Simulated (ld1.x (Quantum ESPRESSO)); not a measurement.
Transferability test, TM potential for Pt (Z = 78)

- Element: Pt (Z = 78)
- Generator: ld1.x (Quantum ESPRESSO) 7.5
- Type: norm-conserving Troullier–Martins (Kleinman–Bylander form)
- Functional: PBE
- Relativity: fully relativistic
- Frozen core: [Xe] 4f14
- Valence charge: 10
- Reference configuration: 5d9 6s0 6p0 (charge +1)
- Partial waves: 6p (bound, empty): rc 2.88 bohr; 5d (bound): rc 2.54 bohr; 6s (bound, empty): rc 2.28 bohr
- Local potential: the s channel
- Core correction: none

Open shells are filled in proportion to 2j + 1 (rel_dist='average').

Energies are relative to the spin-unpolarised reference configuration 5d9 6s0 6p0; without spin polarisation the order of configurations can differ from experiment.

```csv
valence configuration,charge,ΔE all-electron (eV),error AE − PS (meV)
5d9 6s1 6p0,0,-9.210,+9.9
5d8 6s0 6p0,+2,19.981,-47
5d7 6s0 6p0,+3,52.195,-223
5d8 6s1 6p1,0,-2.687,-59
5d9 6s0.5 6p0,+0.5,-5.508,+3.2
5d9 6s0 6p1,0,-4.208,+3.1
```

Task: What are ΔE and the potential's error for 5d9.5 6s0.5 6p0?

Result: ΔE = -9.343 eV all-electron; the error (AE − PS) is +3.2 meV.

Levels in the configuration 5d9 6s0.5 6p0:

```
   level  all-electron (eV)  pseudo (eV)
5d j=3/2            -10.924      -10.935
5d j=5/2             -9.576       -9.588
6s j=1/2             -9.174       -9.186
```
